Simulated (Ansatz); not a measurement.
Reactions of CH₄BBrO, SMILES `OCBBr`.

Gas-phase electronic energies from Ansatz, PBE0-D4/def2-TZVP geometries. CCSD(T)/CBS adds triple-zeta CCSD(T) − MP2 to the extrapolated MP2 energy (def2 sets, frozen cores). This one scheme is used for every species. For Br, Ga outer-core shells are correlated without core-valence functions, which leaves a few kJ/mol of doubt a bond. Scalar relativity is left out up to krypton. One conformer a species, not always the lowest.

Order these by ΔE at CCSD(T)/CBS, lowest first. (Best estimate.)
A. `OCBBr` + `[CH3][Ga]([Br])[Br]` → `CBCO` + `[Br][Ga]([Br])[Br]`
B. `OCBBr` + `FC=C=S` → `S=C=CBBr` + `OCF`
C. `OCBBr` + `C=CBCl` → `C=CBBr` + `OCBCl`
D. `OCBBr` + `[CH3][AlH][SiH3]` → `OCB[SiH3]` + `[CH3][AlH][Br]`
E. `OCBBr` + `CCC(C)F` → `OCBF` + `CCC(C)Br`
F. `OCBBr` + `C=C` → `C=CCO` + `BBr`

B (-144.0 kJ/mol), E (-75.4 kJ/mol), D (-55.0 kJ/mol), A (-21.3 kJ/mol), C (+0.5 kJ/mol), F (+30.6 kJ/mol).

Largest T1 diagnostic: 0.016, for `FC=C=S`.
